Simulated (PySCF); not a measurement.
## Spinor energies of Cd³⁰⁺ (cadmium, charge +30)

Start: [Ar]. Calculated with PySCF 2.14 in an uncontracted even-tempered set (19 s from 4.9 bohr⁻², ratio 2.4; 14 p from 6.4 bohr⁻², ratio 2.4; 5 d from 27 bohr⁻², ratio 2.6; 4 f from 41 bohr⁻², ratio 2.6): generalised Hartree-Fock with the X2C-1e Hamiltonian and a Gaussian nucleus; one run each with spin-orbit coupling (SO) switched off, then screened by Boettger's factors.

```json
{"spinor shell": "1s1/2", "electrons": "2", "ε, spin-free (eV)": "-28342.7", "ε, screened SO (eV)": "-28340.9", "weight of nominal j (screened SO)": "1.000", "rms radius, screened SO (bohr)": "0.0348"}
{"spinor shell": "2s1/2", "electrons": "2", "ε, spin-free (eV)": "-5534.4", "ε, screened SO (eV)": "-5533.8", "weight of nominal j (screened SO)": "1.000", "rms radius, screened SO (bohr)": "0.141"}
{"spinor shell": "2p1/2", "electrons": "2", "ε, spin-free (eV)": "-5116.4", "ε, screened SO (eV)": "-5252.0", "weight of nominal j (screened SO)": "1.000", "rms radius, screened SO (bohr)": "0.122"}
{"spinor shell": "2p3/2", "electrons": "4", "ε, spin-free (eV)": "-5116.4", "ε, screened SO (eV)": "-5054.2", "weight of nominal j (screened SO)": "1.000", "rms radius, screened SO (bohr)": "0.126"}
{"spinor shell": "3s1/2", "electrons": "2", "ε, spin-free (eV)": "-2013.6", "ε, screened SO (eV)": "-2013.5", "weight of nominal j (screened SO)": "1.000", "rms radius, screened SO (bohr)": "0.347"}
{"spinor shell": "3p1/2", "electrons": "2", "ε, spin-free (eV)": "-1869.4", "ε, screened SO (eV)": "-1900.5", "weight of nominal j (screened SO)": "1.000", "rms radius, screened SO (bohr)": "0.336"}
{"spinor shell": "3p3/2", "electrons": "4", "ε, spin-free (eV)": "-1869.4", "ε, screened SO (eV)": "-1855.0", "weight of nominal j (screened SO)": "1.000", "rms radius, screened SO (bohr)": "0.345"}
```

```json
{"quantity": "E (hartree)", "spin-free": "-4950.44802", "screened SO": "-4951.58051"}
{"quantity": "M_J", "spin-free": "0", "screened SO": "0"}
{"quantity": "⟨J²⟩", "spin-free": "0.000", "screened SO": "0.000"}
{"quantity": "⟨L²⟩", "spin-free": "0.000", "screened SO": "0.008"}
{"quantity": "⟨S²⟩", "spin-free": "0.000", "screened SO": "0.008"}
```

Breit and QED terms are absent; they matter most for the inner s and p1/2 levels.

Densities and radii are taken from the X2C orbitals without a picture-change correction, which distorts them close to the nucleus.

Without spin-orbit coupling the j labels of p, d and f shells carry no meaning; the spin-free column gives the mean over the occupied spinors of each nl shell.
